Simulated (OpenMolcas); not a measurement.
**Ni3+ in Cs2NaYCl6: curves along the breathing mode**

Ni3+ with its 6 nearest chloride ions, on the Y site of Cs2NaYCl6 (a = 10.7396 Å, distance in the model lattice 2.619 Å). The rest of the host is ab initio model potentials to 7.6 Å, with orthogonalisation functions on the cations behind the ligands, and point charges beyond; the distance is set by hand and nothing relaxes. Ligand basis ANO-RCC-VDZP.

```yaml
Program: OpenMolcas 26.06
Method: CASSCF
Basis: ANO-RCC-VDZP [5s4p2d1f]
Scalar_Hamiltonian: DKH2, point nucleus
Active_space: 7 electrons in 5 orbitals (3d)
State_averaging: 2S+1 = 4 even, 10 roots; 2S+1 = 2 even, 40 roots
Spin-orbit_coupling: RASSI with atomic mean-field integrals over the reference wave functions
```

Spin-free energies (labels of O, the rotations of Oh) in cm-1 above the lowest fitted minimum, as all ligands move together:

| R (Å) | 4T1 | 4T2 | 4A2 | 2E | 4T1(2) | 2A1 | 2E(2) |
| --- | --- | --- | --- | --- | --- | --- | --- |
| 2.289 | 1670 | 10200 | 22410 | 14080 | 26090 | 29190 | 35560 |
| 2.343 | 60 | 7540 | 18510 | 13960 | 23700 | 26670 | 33060 |
| 2.397 | 450 | 7030 | 16980 | 15690 | 23430 | 26280 | 32680 |
| 2.451 | 2520 | 8340 | 17440 | 18970 | 24930 | 27680 | 34060 |
| 2.505 | 6020 | 11170 | 19580 | 23590 | 27920 | 30580 | 36940 |
| 2.559 | 10740 | 15320 | 23170 | 29380 | 32170 | 34760 | 41090 |
| 2.613 | 16520 | 20590 | 28030 | 36220 | 37520 | 40050 | 46330 |

Cubic fits give the following; the wavenumber is harmonic, with the mass of all moving ligands, small differences in it between states hang on the degree of the fit, a number in brackets counts states of one label, and the table is a selection of at most 14 states with clean curves.

| State | R0 (Å) | Breathing mode (cm-1) | Minimum (cm-1) |
| --- | --- | --- | --- |
| 4T1 | 2.359 | 318 | 0 |
| 4T2 | 2.385 | 320 | 6980 |
| 4A2 | 2.411 | 324 | 16900 |
| 2E | 2.318 | 318 | 13790 |
| 4T1(2) | 2.378 | 319 | 23310 |
| 2A1 | 2.382 | 319 | 26200 |
| 2E(2) | 2.382 | 318 | 32600 |
| 2E(3) | 2.400 | 326 | 39910 |
| 2A2 | 2.381 | 314 | 46960 |
| 2T2 | 2.390 | 319 | 70710 |
| 2E(4) | 2.378 | 315 | 70940 |

The minimum of 4T2 is shifted by +0.0257 Å against 4T1 (from the unrounded fits). With M = 212.7 u for the moving shell, the Huang-Rhys factor in this mode is S = M ω ΔR² / 2ħ = 0.01483 × 212.7 × 318 × 0.0257² = 0.66. Only the first shell moves, against a rigid host.

An orbital triplet at a regular site is open to Jahn-Teller coupling, which can distort the site and quench the lowest spin-orbit gaps and is left out. Without dynamic correlation the repulsion within the d shell is too large (B by tens of per cent), so at a given field states of lower spin stand too high. Ligand-to-metal charge-transfer states are missing. With no ligand orbital active B as a rule stays too high, so bands that hang on it stand too high and its fall with covalency is understated. With metal d orbitals alone and no dynamic correlation the field as a rule comes out too small, by tens of per cent, by up to half for chloride and softer ligands, and with too little covalency χT stands high. This shell can be high or low spin here, a state of another spin lies low, and with metal d orbitals alone active their balance is uncertain, so the ground spin may be wrong (holds for R = 2.289; R = 2.343). The least metal-like active orbital is 79 % on the metal (Löwdin) and no ligand orbital is active, so the numbers are rough (holds for R = 2.289). The least metal-like active orbital is 80 % on the metal (Löwdin) and no ligand orbital is active, so the numbers are rough (holds for R = 2.343). CASSCF with metal d orbitals alone favours high spin, so a ground state of lower spin is not ruled out (holds for R = 2.397; R = 2.451; R = 2.505; R = 2.559; R = 2.613). The least metal-like active orbital is 81 % on the metal (Löwdin) and no ligand orbital is active, so the numbers are rough (holds for R = 2.397; R = 2.451; R = 2.505; R = 2.613). The least metal-like active orbital is 82 % on the metal (Löwdin) and no ligand orbital is active, so the numbers are rough (holds for R = 2.559). No measured value stands beside these numbers.
